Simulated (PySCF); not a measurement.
**Atomic charges against the basis set**

C3H4Cl2Si.
SMILES with atom numbers: `[CH2:1]=[C:2]=[CH:3][SiH:4]([Cl:5])[Cl:6]` (hydrogens: H7, H8 on C1; H9 on C3; H10 on Si4)

PBE0 throughout (PySCF), one geometry, spherical d and f functions. Geometry: PBE0-D3(BJ)/def2-SVP, one conformer, isolated molecule. Atoms taken as equivalent share a column and are averaged. The first 7 of 8 kinds of atom are listed.

Mulliken charges (e):

| basis | functions | C1 | C2 | C3 | Si4 | Cl5/Cl6 | H7/H8 | H9 |
| --- | --- | --- | --- | --- | --- | --- | --- | --- |
| STO-3G | 46 | -0.196 | +0.023 | -0.285 | +0.827 | -0.314 | +0.110 | +0.108 |
| 6-31G | 74 | -0.464 | +0.254 | -0.608 | +0.726 | -0.253 | +0.208 | +0.236 |
| pcSseg-0 | 74 | -0.385 | -0.077 | -0.722 | +1.063 | -0.348 | +0.262 | +0.289 |
| 6-31G* | 104 | -0.565 | +0.347 | -0.545 | +0.617 | -0.239 | +0.215 | +0.229 |
| cc-pVDZ | 116 | -0.099 | +0.063 | -0.320 | +0.534 | -0.209 | +0.089 | +0.080 |
| def2-SVP | 116 | -0.217 | +0.150 | -0.392 | +0.695 | -0.244 | +0.098 | +0.107 |
| aug-cc-pVDZ | 186 | +0.773 | -0.097 | +0.203 | +0.675 | -0.396 | -0.296 | -0.461 |
| 6-311+G(2d,p) | 210 | -0.814 | +0.598 | -0.390 | +0.608 | -0.204 | +0.149 | +0.141 |
| def2-TZVP | 228 | -0.303 | +0.053 | -0.322 | +0.543 | -0.220 | +0.160 | +0.154 |
| cc-pVTZ | 248 | -0.318 | +0.082 | -0.255 | +0.494 | -0.203 | +0.141 | +0.140 |
| IGLO-III | 277 | -0.211 | -0.039 | -0.386 | +1.189 | -0.369 | +0.126 | +0.092 |

IAO charges (e):

```tsv
basis	functions	C1	C2	C3	Si4	Cl5/Cl6	H7/H8	H9
STO-3G	46	-0.303	+0.054	-0.440	+0.822	-0.267	+0.158	+0.160
6-31G	74	-0.358	+0.086	-0.494	+0.804	-0.271	+0.189	+0.195
pcSseg-0	74	-0.348	+0.087	-0.502	+0.811	-0.267	+0.183	+0.192
6-31G*	104	-0.355	+0.089	-0.519	+0.953	-0.301	+0.181	+0.186
cc-pVDZ	116	-0.365	+0.089	-0.517	+0.955	-0.300	+0.182	+0.187
def2-SVP	116	-0.355	+0.088	-0.515	+0.962	-0.296	+0.176	+0.182
aug-cc-pVDZ	186	-0.375	+0.090	-0.521	+0.963	-0.304	+0.186	+0.192
6-311+G(2d,p)	210	-0.376	+0.091	-0.531	+0.985	-0.306	+0.186	+0.191
def2-TZVP	228	-0.377	+0.093	-0.534	+1.001	-0.309	+0.185	+0.191
cc-pVTZ	248	-0.377	+0.093	-0.531	+0.991	-0.308	+0.186	+0.191
IGLO-III	277	-0.378	+0.091	-0.532	+0.988	-0.305	+0.186	+0.191
```

Hirshfeld charges (e):

```csv
basis,functions,C1,C2,C3,Si4,Cl5/Cl6,H7/H8,H9
STO-3G,46,-0.060,-0.007,-0.125,+0.612,-0.255,+0.048,+0.043
6-31G,74,-0.093,+0.024,-0.164,+0.359,-0.146,+0.072,+0.071
pcSseg-0,74,-0.093,+0.019,-0.168,+0.385,-0.141,+0.069,+0.060
6-31G*,104,-0.099,+0.028,-0.158,+0.345,-0.134,+0.070,+0.071
cc-pVDZ,116,-0.105,+0.025,-0.165,+0.353,-0.122,+0.067,+0.065
def2-SVP,116,-0.108,+0.025,-0.169,+0.348,-0.111,+0.067,+0.063
aug-cc-pVDZ,186,-0.113,+0.018,-0.178,+0.359,-0.115,+0.070,+0.068
"6-311+G(2d,p)",210,-0.109,+0.015,-0.175,+0.352,-0.113,+0.069,+0.068
def2-TZVP,228,-0.112,+0.020,-0.173,+0.348,-0.112,+0.069,+0.068
cc-pVTZ,248,-0.112,+0.024,-0.171,+0.351,-0.116,+0.069,+0.067
IGLO-III,277,-0.117,+0.016,-0.177,+0.345,-0.103,+0.069,+0.066
```

Some averages cover members that differ in this geometry, most widely: Cl5/Cl6, Mulliken in aug-cc-pVDZ -0.411 to -0.381; Cl5/Cl6, Mulliken in 6-311+G(2d,p) -0.218 to -0.190 e.

Q: Which scheme is steadiest as the basis changes?

A: Largest range over the bases for any column: IAO 0.20 e, Hirshfeld 0.27 e, Mulliken 1.59 e. IAO charges move least and Mulliken charges most, counted in e. Without the minimal STO-3G basis the ranges are IAO 0.20, Hirshfeld 0.04, Mulliken 1.59 e.

Q: How much do the charges still move between the two largest bases, cc-pVTZ and IGLO-III?

A: At most, over all atoms: Mulliken 0.694 e, IAO 0.004 e, Hirshfeld 0.015 e.

Q: What do the same runs give for the total energy, the frontier levels and the dipole moment?

A: 
```
        basis  energy (Eh)  HOMO (eV)  LUMO (eV)  μ (D)
       STO-3G   -1311.3456      -6.25       2.10   3.04
        6-31G   -1325.9267      -8.00      -0.87   3.29
     pcSseg-0   -1324.4293      -8.23      -1.03   3.09
       6-31G*   -1326.0368      -7.80      -0.72   2.59
      cc-pVDZ   -1326.1106      -7.82      -0.71   2.22
     def2-SVP   -1325.6346      -7.85      -0.72   2.06
  aug-cc-pVDZ   -1326.1229      -7.91      -0.94   2.15
6-311+G(2d,p)   -1326.1673      -7.93      -0.96   2.11
    def2-TZVP   -1326.1832      -7.89      -0.86   2.04
      cc-pVTZ   -1326.1949      -7.88      -0.84   2.10
     IGLO-III   -1326.1705      -7.87      -0.84   1.86
```

The dipole is fixed by the density alone, so its range of 1.43 D shows that the density itself changes with the basis, not only its division among atoms.
